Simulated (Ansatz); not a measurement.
HCl ··· Si4H10O4

The pair of HCl (SMILES Cl, atoms 1–2) and Si4H10O4 (SMILES [SiH3]O[Si](O)(O[SiH3])O[SiH3], atoms 3–20), both closed shells, in one local arrangement (a lower one may exist), relaxed at PBE0-D4/def2-TZVP:

Cl1  (-1.885, -2.455, -1.967)
H2  (-0.740, -1.902, -1.707)
Si3  (-1.997, 1.546, -1.506)
O4  (-1.379, 0.833, -0.166)
Si5  (-0.318, -0.211, 0.448)
O6  (-1.058, -1.391, 1.276)
O7  (0.548, -0.836, -0.798)
Si8  (2.125, -0.774, -1.293)
O9  (0.709, 0.525, 1.447)
Si10  (1.051, 0.818, 3.027)
H11  (-1.205, 1.157, -2.702)
H12  (-1.935, 3.018, -1.327)
H13  (-3.407, 1.122, -1.677)
H14  (-1.736, -1.896, 0.822)
H15  (2.218, -1.611, -2.512)
H16  (2.503, 0.626, -1.605)
H17  (3.015, -1.310, -0.234)
H18  (-0.172, 1.259, 3.743)
H19  (2.072, 1.891, 3.067)
H20  (1.589, -0.410, 3.663)
(Å)

Program: Ansatz 0.2.0. Basis: def2-TZVPPD, with def2-QZVPPD for the basis limit. Cores are frozen in the correlated methods. B3LYP uses VWN-RPA correlation. Extrapolation: Hartree–Fock as exp(−7.88 √X), correlation as X^−2.97. Interaction energies count from these two fragments, frozen as in the pair, with the counterpoise correction; negative means bound.

Q: What is the interaction energy by CCSD(T) at an estimated basis limit (MP2 extrapolated from triple and quadruple zeta, plus CCSD(T) − MP2 in triple zeta)? (Judge from chemistry; the value comes from the calculation.)

A: By the calculation: -24.8 kJ/mol. Hartree–Fock alone gives -2.9 kJ/mol at the basis limit. It counts from the two fragments frozen as in the pair.

The same quantity by other methods in triple zeta, and each one's difference from that estimate:
| method | E_int (kJ/mol) | difference |
| --- | --- | --- |
| PBE-D4 | -28.7 | -3.9 |
| revPBE-D4 | -27.1 | -2.3 |
| BLYP-D4 | -27.8 | -3.0 |
| r2SCAN-D4 | -28.0 | -3.2 |
| B97M-V | -25.8 | -1.0 |
| PBE0-D4 | -27.9 | -3.2 |
| B3LYP-D4 | -28.1 | -3.3 |
| HSE06-D4 | -27.5 | -2.8 |
| wB97X-V | -25.0 | -0.3 |
| wB97M-V | -25.4 | -0.6 |
| B2PLYP | -16.4 | 8.4 |
| HF | -2.7 | 22.0 |
| MP2 | -23.4 | 1.4 |
| CCSD | -17.6 | 7.1 |
| CCSD(T) | -21.0 | 3.8 |
Differences are method less estimate.

Q: Which atoms make the shortest contact between the fragments?

A: H2 and O7, 1.90 Å apart.

Energy to bend the free fragments (PBE0-D4 minima) into their shapes in the pair, CCSD(T)/def2-TZVPPD: HCl 0.8 kJ/mol; Si4H10O4 2.6 kJ/mol. This must be added to the interaction energy to get the binding energy from relaxed fragments.

Basis-set superposition shift (counterpoise-corrected less uncorrected): CCSD(T) 6.0; MP2 5.7; HF 0.8; PBE0-D4 0.9; wB97M-V 0.8 kJ/mol.

The T1 diagnostic stays at or below 0.012.

For scale, one of the runs: CCSD(T)/def2-TZVPPD, 590 basis functions (an equivalent command: `ansatz run in.yaml --threads 10 --backend cuda`). The run took 46 s on 10 CPU threads and one NVIDIA H100 (shared host), with 1.1 GiB of host memory at its peak.
